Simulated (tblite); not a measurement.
Species: C5H15PSi2.
SMILES with atom numbers: `[SiH3:1][Si@H:2]([PH2:3])[CH:4]1[CH2:5][CH2:6][CH2:7][CH2:8]1` (hydrogens: H9, H10, H11 on Si1; H12 on Si2; H13, H14 on P3; H15 on C4; H16, H17 on C5; H18, H19 on C6; H20, H21 on C7; H22, H23 on C8)

Computed with GFN2-xTB (tblite), gas phase: L-BFGS steps from a force-field or distance-geometry start until the largest atomic force falls under 0.01 eV/Å.

Step 121: E = -661.8815 eV
```
atom  x, y, z in Å  |  force x, y, z in eV/Å
Si1     2.3501   -1.7738    0.5116    0.019   0.011  -0.058
Si2     1.5916    0.0306   -0.7500   -0.031  -0.012   0.032
P3      2.4350    1.9784    0.0173    0.059  -0.034  -0.011
C4     -0.3063    0.2569   -0.6160    0.000   0.033   0.005
C5     -1.0776   -1.0293   -0.3307   -0.014   0.030  -0.023
C6     -2.4643   -0.5489    0.1140   -0.007   0.004   0.008
C7     -2.2467    0.8611    0.6976    0.007   0.007   0.003
C8     -0.7501    1.1546    0.5386    0.013  -0.003   0.005
H9      1.8392   -3.0335   -0.0366   -0.011   0.025   0.027
H10     1.9335   -1.7057    1.9118   -0.030  -0.013   0.044
H11     3.8077   -1.8911    0.5205    0.049   0.013  -0.003
H12     1.8696   -0.1324   -2.1963    0.033   0.016   0.003
H13     3.6748    1.8332   -0.5823   -0.079  -0.018   0.010
H14     1.9474    2.7267   -1.0357    0.028   0.037  -0.032
H15    -0.6939    0.6913   -1.5440   -0.025  -0.032  -0.020
H16    -1.1182   -1.6875   -1.1962   -0.033  -0.029  -0.034
H17    -0.5937   -1.5759    0.4820   -0.012   0.002   0.011
H18    -3.1422   -0.5006   -0.7381    0.017  -0.006  -0.044
H19    -2.9081   -1.2252    0.8429    0.018  -0.013   0.022
H20    -2.8305    1.5938    0.1399   -0.023  -0.002   0.017
H21    -2.5508    0.9168    1.7419   -0.015   0.011  -0.002
H22    -0.2146    0.8764    1.4492    0.014   0.012   0.013
H23    -0.5568    2.2111    0.3418    0.020  -0.041   0.025
```

Step 122: E = -661.8823 eV
```
atom  x, y, z in Å  |  force x, y, z in eV/Å
Si1     2.3527   -1.7732    0.5126    0.012   0.015  -0.023
Si2     1.5906    0.0305   -0.7475   -0.027  -0.013   0.028
P3      2.4353    1.9783    0.0175    0.039  -0.032   0.008
C4     -0.3072    0.2573   -0.6163   -0.005   0.014  -0.003
C5     -1.0796   -1.0288   -0.3316   -0.002   0.010  -0.018
C6     -2.4658   -0.5480    0.1144   -0.004  -0.007  -0.003
C7     -2.2474    0.8620    0.6978   -0.003  -0.001   0.001
C8     -0.7510    1.1556    0.5377    0.003  -0.009   0.002
H9      1.8399   -3.0307   -0.0382   -0.009   0.018   0.027
H10     1.9403   -1.7114    1.9166   -0.018  -0.011   0.004
H11     3.8110   -1.8876    0.5151    0.040   0.011   0.000
H12     1.8720   -0.1362   -2.1928    0.030   0.020   0.003
H13     3.6742    1.8301   -0.5799   -0.057  -0.018  -0.002
H14     1.9500    2.7278   -1.0356    0.027   0.036  -0.037
H15    -0.6944    0.6896   -1.5456   -0.021  -0.023  -0.011
H16    -1.1209   -1.6875   -1.1975   -0.032  -0.011  -0.018
H17    -0.5954   -1.5764    0.4809   -0.016   0.008   0.003
H18    -3.1437   -0.5000   -0.7381    0.019  -0.004  -0.032
H19    -2.9089   -1.2255    0.8433    0.019  -0.001   0.016
H20    -2.8322    1.5940    0.1405   -0.022   0.003   0.015
H21    -2.5515    0.9171    1.7421   -0.011   0.013   0.000
H22    -0.2156    0.8788    1.4486    0.020   0.008   0.014
H23    -0.5574    2.2112    0.3392    0.018  -0.025   0.025
```

Question: Estimate the geometry and energy of step 123. (The exact step hangs on the optimiser's Hessian estimate; all steps are aligned on step 122, rigid shifts and turns removed.)

Answer: E = -661.8836 eV, largest force 0.066 eV/Å
```
atom  x, y, z in Å  |  force x, y, z in eV/Å
Si1     2.3555   -1.7685    0.5175    0.050   0.025   0.035
Si2     1.5875    0.0299   -0.7463   -0.017  -0.006   0.028
P3      2.4299    1.9806    0.0126   -0.003  -0.016   0.023
C4     -0.3098    0.2569   -0.6185   -0.015  -0.008  -0.017
C5     -1.0852   -1.0282   -0.3375    0.011  -0.015  -0.008
C6     -2.4691   -0.5465    0.1154    0.015  -0.011  -0.020
C7     -2.2460    0.8628    0.6997   -0.018  -0.017  -0.005
C8     -0.7490    1.1526    0.5390   -0.014  -0.013   0.002
H9      1.8456   -3.0222   -0.0416   -0.009  -0.006   0.027
H10     1.9461   -1.7185    1.9261   -0.007  -0.007  -0.057
H11     3.8174   -1.8754    0.5190   -0.014   0.011  -0.002
H12     1.8741   -0.1446   -2.1894    0.027   0.022  -0.004
H13     3.6718    1.8236   -0.5709   -0.017  -0.019  -0.024
H14     1.9579    2.7302   -1.0474    0.032   0.018  -0.028
H15    -0.6974    0.6896   -1.5479   -0.011  -0.005   0.006
H16    -1.1311   -1.6850   -1.2057   -0.027   0.012   0.001
H17    -0.6004   -1.5800    0.4717   -0.011   0.003   0.003
H18    -3.1484   -0.4975   -0.7361    0.008   0.001  -0.016
H19    -2.9089   -1.2262    0.8451    0.018   0.016   0.004
H20    -2.8299    1.5959    0.1426   -0.015   0.005   0.019
H21    -2.5508    0.9169    1.7437   -0.008   0.019   0.008
H22    -0.2127    0.8730    1.4490    0.012   0.000   0.002
H23    -0.5520    2.2076    0.3430    0.014  -0.010   0.022
```

The energy changes by -0.0013 eV. The first-order estimate −F·Δx gives -0.0020 eV and the mean of the old and new forces, exact on a quadratic surface, -0.0013 eV. The step makes an angle of 72° with the force vector and moves no atom by more than 0.014 Å.

What follows is the cost of the whole relaxation. The run took 3.4 s on one thread of an Arm Neoverse N1, shared host with 64 logical CPUs at a one-minute load of 59.
